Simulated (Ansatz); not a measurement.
Basis sets compared for LaO₂H. Charge 0, multiplicity 1. Geometry r2SCAN-D4/def2-TZVP. Ansatz on 2 threads of Arm Neoverse V2 on a shared host; times are rough, and most runs start from earlier orbitals.

```xyz
4

La    0.720   -0.544    0.246
O     0.136    0.998   -1.129
O     0.025    1.487    0.274
H    -0.881   -1.941    0.609
```

In the def2 sets La takes a core potential; there is no spin–orbit coupling. The structure holds one bond between oxygen atoms, so isomers without such links may lie far lower. The structure comes from a short search, and lower isomers may exist.

```
                            level  functions  energy (Eh)  HOMO (eV)  LUMO (eV)  wall time
                  PBE-D4/def2-SVP         65    -182.3316      -4.65      -2.45      0.9 s
                 PBE-D4/def2-TZVP        108    -182.5179      -4.71      -2.52      1.2 s
r2SCAN-D4/def2-TZVP (with forces)        108    -182.5833      -4.83      -2.03      3.3 s
                 PBE0-D4/def2-SVP         65    -182.2851      -5.99      -1.92      1.1 s
                PBE0-D4/def2-TZVP        108    -182.4727      -6.03      -1.97      2.1 s
```

(1) Estimate the rows for PBE-D4/def2-TZVPD, r2SCAN-D4/def2-TZVPD, PBE0-D4/def2-TZVPD.

## Answers

(1) 
```tsv
level	functions	energy (Eh)	HOMO (eV)	LUMO (eV)	wall time
PBE-D4/def2-TZVPD	132	-182.5198	-4.76	-2.53	1.6 s
r2SCAN-D4/def2-TZVPD	132	-182.5851	-4.87	-2.02	4 s
PBE0-D4/def2-TZVPD	132	-182.4746	-6.07	-1.97	2 s
```
